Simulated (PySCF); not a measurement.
Isomers of C8H9B, mass 116.080 u with the commonest isotopes. The calculation used PySCF 2.14.0, PBE0-D3(BJ)/def2-SVP geometry optimisation, gas phase. One conformer each, none proved a minimum here; rigid rotors.

Question: Order these by dipole moment, smallest first.
A. `[CH:1]#[C:2]/[CH:3]=[CH:4]\[CH2:5][BH:6][C:7]#[C:8][CH3:9]` with C3–C4–C5–B6 -124°, C4–C5–B6–C7 159°
B. `C#C/C=C/C#CB(C)C`
C. `[BH2:1][CH2:2][CH:3]1[c:4]2[cH:5][cH:6][cH:7][cH:8][c:9]21` with H–B1–C2–C3 -167° and 17°, B1–C2–C3–C4 163°
D. `[CH:1]#[C:2][B:3]1[CH2:4][CH2:5][C@H:6]([C:7]#[CH:8])[CH2:9]1` with C2–B3–C4–C5 -167°, B3–C4–C5–C6 -31°, C4–C5–C6–C7 166°, C5–C6–C9–B3 -30°
E. `[CH:1]#[C:2]/[CH:3]=[CH:4]/[CH2:5][BH:6][C:7]#[C:8][CH3:9]` with C3–C4–C5–B6 -124°, C4–C5–B6–C7 154°
F. `[BH2:1][C@:2]12[CH:3]=[CH:4][C@H:5]([CH:6]=[CH:7]1)[CH:8]=[CH:9]2` with H–B1–C2–C3 -29° and 155°
G. `[BH2:1][C:2]1=[CH:3][C@@H:4]2[C@@H:5]3[CH:6]=[CH:7][C@H:8]1[C@H:9]23` with H–B1–C2–C3 -13° and 168°, C2–C3–C4–C5 54°, C3–C4–C5–C6 1°, C4–C5–C6–C7 -56°, C6–C7–C8–C9 -16°

Answer: B (0.35 D), C (0.66 D), F (0.80 D), D (1.08 D), G (2.22 D), A (2.39 D), E (3.09 D).

Question: Order these by radius of gyration √(Σ m r²/M), smallest first.
A. `[CH:1]#[C:2]/[CH:3]=[CH:4]/[CH2:5][BH:6][C:7]#[C:8][CH3:9]` with C3–C4–C5–B6 -124°, C4–C5–B6–C7 154°
B. `[CH:1]#[C:2]/[CH:3]=[CH:4]\[CH2:5][BH:6][C:7]#[C:8][CH3:9]` with C3–C4–C5–B6 -124°, C4–C5–B6–C7 159°
C. `[BH2:1][CH2:2][CH:3]1[c:4]2[cH:5][cH:6][cH:7][cH:8][c:9]21` with H–B1–C2–C3 -167° and 17°, B1–C2–C3–C4 163°
D. `[BH2:1][C:2]1=[CH:3][C@@H:4]2[C@@H:5]3[CH:6]=[CH:7][C@H:8]1[C@H:9]23` with H–B1–C2–C3 -13° and 168°, C2–C3–C4–C5 54°, C3–C4–C5–C6 1°, C4–C5–C6–C7 -56°, C6–C7–C8–C9 -16°
E. `[BH2:1][C@:2]12[CH:3]=[CH:4][C@H:5]([CH:6]=[CH:7]1)[CH:8]=[CH:9]2` with H–B1–C2–C3 -29° and 155°
F. `C#C/C=C/C#CB(C)C`
G. `C#C/C=C\C#CB(C)C`
H. `[CH:1]#[C:2][B:3]1[CH2:4][CH2:5][C@H:6]([C:7]#[CH:8])[CH2:9]1` with C2–B3–C4–C5 -167°, B3–C4–C5–C6 -31°, C4–C5–C6–C7 166°, C5–C6–C9–B3 -30°

Answer: E (1.775 Å), D (1.811 Å), C (2.235 Å), H (2.473 Å), G (2.712 Å), B (2.945 Å), F (3.135 Å), A (3.285 Å).

Question: Order these by out-of-plane moment Σ m c² = (Ia + Ib − Ic)/2, largest first.
A. `[BH2:1][C:2]1=[CH:3][C@@H:4]2[C@@H:5]3[CH:6]=[CH:7][C@H:8]1[C@H:9]23` with H–B1–C2–C3 -13° and 168°, C2–C3–C4–C5 54°, C3–C4–C5–C6 1°, C4–C5–C6–C7 -56°, C6–C7–C8–C9 -16°
B. `[BH2:1][CH2:2][CH:3]1[c:4]2[cH:5][cH:6][cH:7][cH:8][c:9]21` with H–B1–C2–C3 -167° and 17°, B1–C2–C3–C4 163°
C. `C#C/C=C\C#CB(C)C`
D. `C#C/C=C/C#CB(C)C`
E. `[CH:1]#[C:2]/[CH:3]=[CH:4]/[CH2:5][BH:6][C:7]#[C:8][CH3:9]` with C3–C4–C5–B6 -124°, C4–C5–B6–C7 154°
F. `[BH2:1][C@:2]12[CH:3]=[CH:4][C@H:5]([CH:6]=[CH:7]1)[CH:8]=[CH:9]2` with H–B1–C2–C3 -29° and 155°
G. `[CH:1]#[C:2]/[CH:3]=[CH:4]\[CH2:5][BH:6][C:7]#[C:8][CH3:9]` with C3–C4–C5–B6 -124°, C4–C5–B6–C7 159°
H. `[CH:1]#[C:2][B:3]1[CH2:4][CH2:5][C@H:6]([C:7]#[CH:8])[CH2:9]1` with C2–B3–C4–C5 -167°, B3–C4–C5–C6 -31°, C4–C5–C6–C7 166°, C5–C6–C9–B3 -30°

Answer: F (87.20 u·Å²), A (47.69 u·Å²), E (22.94 u·Å²), B (17.81 u·Å²), G (12.00 u·Å²), H (11.60 u·Å²), D (6.89 u·Å²), C (3.18 u·Å²).

```csv
SMILES,point group,Ia (u·Å²),Ib (u·Å²),Ic (u·Å²),κ,μa (D),μb (D),μc (D)
BCC1c2ccccc21,C1,116.35,481.17,561.90,-0.91,0.35,0.46,0.32
BC1=C[C@@H]2[C@@H]3C=C[C@H]1[C@H]23,C1,164.11,264.21,332.93,-0.49,2.08,0.78,0.05
C#C/C=C/C#CB(C)C,C1,80.30,1067.54,1134.07,-0.99,0.34,0.03,0.09
BC12C=CC(C=C1)C=C2,Cs,177.33,275.53,278.47,-0.96,0.79,0.01,0.12
C#C/C=C\CBC#CC,C1,163.78,854.65,994.43,-0.94,2.21,0.62,0.65
C#C/C=C/CBC#CC,C1,63.28,1212.27,1229.67,-1.00,2.96,0.31,0.81
C#C/C=C\C#CB(C)C,near Cs,175.31,681.71,850.66,-0.87,0.58,0.06,0.05
C#CB1CC[C@H](C#C)C1,C1,115.24,606.03,698.06,-0.94,1.06,0.20,0.10
```
